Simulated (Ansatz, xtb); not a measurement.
ClF2H4NSi2: which of two isomers lies lower

Structure X is `F[SiH](F)N[SiH2]Cl`, a singlet and structure Y is `F[Si](F)(Cl)N[SiH3]`, a singlet. Both are isolated molecules in the gas phase, relaxed with PBE0-D3(BJ)/def2-SVP; the shapes shown needn't be the lowest conformers.

X (Å):

```xyz
10

Cl    1.6320    1.4698   -0.3912
F    -3.7665    0.0760   -0.0763
F    -2.2075    1.9720    0.6858
N    -1.0323   -0.2168   -0.2798
Si   -2.3512    0.3676    0.6389
Si   -0.0182    0.6855   -1.3648
H    -2.4182   -0.2036    1.9958
H    -0.7528   -1.1796   -0.1084
H    -0.7986    1.8127   -1.9263
H     0.4940   -0.2402   -2.4074
```

Y (Å):

```xyz
10

Cl   -0.7479   -2.4713   -0.9593
F    -3.1455   -1.1610    0.2179
F    -1.8876    0.2247   -1.4935
N    -0.7126   -0.1273    0.9633
Si   -1.6611   -0.7900   -0.2696
Si    0.8154   -0.7210    1.6075
H    -1.0629    0.7246    1.3949
H     0.6680   -2.0828    2.1962
H     1.8710   -0.7643    0.5557
H     1.2043    0.2483    2.6717
```

Task: Estimate which is lower in electronic energy at CCSD(T)/def2-SVP + ΔMP2/def2-TZVPP, and by roughly how much.

Result: Not settled: CCSD(T)/def2-SVP + ΔMP2/def2-TZVPP gives E(Y) − E(X) = +0.063 eV, but this leans on the basis-set step: CCSD(T) alone gives +0.031 eV.

How the difference moves with the method:

| level | geometry | E(Y) − E(X) (eV) | departure from the last row (eV) | job, with rough time for the two |
| --- | --- | --- | --- | --- |
| PBE0-D3(BJ)/def2-SVP | PBE0-D3(BJ)/def2-SVP | +0.031 | −0.032 | optimisation, 4.3 min |
| HF/def2-SVP | PBE0-D3(BJ)/def2-SVP | +0.093 | +0.030 | part of the CCSD(T) run |
| MP2/def2-SVP | PBE0-D3(BJ)/def2-SVP | +0.034 | −0.029 | part of the CCSD(T) run |
| CCSD(T)/def2-SVP | PBE0-D3(BJ)/def2-SVP | +0.031 | −0.032 | single point |
| CCSD(T)/def2-SVP + ΔMP2/def2-TZVPP | PBE0-D3(BJ)/def2-SVP | +0.063 |  | single point, 53 s |

As drawn, both hold the same kinds of bond in the same numbers.

The largest departure from CCSD(T)/def2-SVP + ΔMP2/def2-TZVPP is that of CCSD(T)/def2-SVP, 0.032 eV. Levels run at GFN2-xTB geometries aren't shown. The last row adds to CCSD(T) the change of the MP2 difference between the two basis sets, here +0.032 eV.

With harmonic frequencies from PBE0-D3(BJ)/def2-SVP (ideal gas, rigid rotor, one conformer each, 298.15 K, 1 atm): on the last row, ΔE + ΔZPE = +0.030 eV. A mode under 50 cm⁻¹ makes harmonic enthalpies and free energies unreliable, so none is given.

The correlated steps freeze 18 core orbitals. Run with Ansatz 0.2.0; the last row on 2 threads of Arm Neoverse V2 on a shared host.
